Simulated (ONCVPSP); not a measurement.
# Pseudopotential generation for Be: ONCV, LDA (Perdew-Zunger), scalar-relativistic.

| Quantity | Value |
| --- | --- |
| Element | Be |
| Generator | ONCVPSP 4.0.1 |
| Type | optimised norm-conserving Vanderbilt (ONCV) |
| Functional | LDA (Perdew-Zunger) |
| Relativity | scalar-relativistic |
| Frozen core | none |
| Valence charge | 4 |
| Reference configuration | 1s2 2s0.5 (charge +1.5) |
| Partial waves | 1s+2s: rc 0.65 bohr, ncon 4, nbas 7, qcut 14.5 1/bohr, 2 projectors; p scattering state at 0.03 Ha: rc 0.65 bohr, ncon 4, nbas 8, qcut 14.4 1/bohr, 2 projectors, debl 2.3 Ha; d scattering state at 0.32 Ha: rc 0.60 bohr, ncon 4, nbas 7, qcut 15.1 1/bohr, local |
| Local potential | the d channel |
| Core correction | none |

* Cutoffs needed: 100 Ha and 255 Ha (the cutoffs (Ha) at which the residual kinetic energy of the hardest occupied pseudo-wave falls to 1 and 0.1 mHa per electron)
* Ghost test: no bound ghost flagged; no localised positive-energy state flagged
* Largest excitation error: +0.8 meV (all-electron minus pseudo) for 1s2 2s2, out of 4 test configurations
